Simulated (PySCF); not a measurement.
PBE0 on O⁻ (oxygen, charge -1), [He] 2s2 2p5, 2P determinant. All numbers are calculated (PySCF 2.14, the spin-free X2C one-electron Hamiltonian (Gaussian nucleus), in aug-cc-pCVTZ-DK (7s6p4d2f, 59 functions)).

```
cycle= 1 E= -75.1199220523146  delta_E= -0.00724  |g|= 0.0383  |ddm|= 0.199
cycle= 2 E= -75.1185558000602  delta_E= 0.00137  |g|= 0.0749  |ddm|= 0.128
cycle= 3 E= -75.120795007522  delta_E= -0.00224  |g|= 0.00646  |ddm|= 0.0771
cycle= 4 E= -75.1208412376228  delta_E= -4.62e-05  |g|= 0.00212  |ddm|= 0.0159
cycle= 5 E= -75.1208523574087  delta_E= -1.11e-05  |g|= 0.000433  |ddm|= 0.0114
cycle= 6 E= -75.1208527281749  delta_E= -3.71e-07  |g|= 1.64e-05  |ddm|= 0.0024
cycle= 7 E= -75.1208527283753  delta_E= -2e-10  |g|= 1.34e-06  |ddm|= 4.81e-05
converged SCF energy = -75.1208527283753  <S^2> = 0.7567637  2S+1 = 2.0067523
```

Highest occupied orbital energy: 1.241 eV; ⟨L²⟩ = 2.03; populations by l: s 4.00, p 5.00, d 0.00, f 0.00.

Problem. Can this result be used?

Solution. With care. The calculation finished and met its thresholds. At PBE0 the highest occupied level has a positive energy, so only the finite basis holds that electron; in a semilocal or global hybrid functional this comes from self-interaction and does not mean that the real anion is unbound.
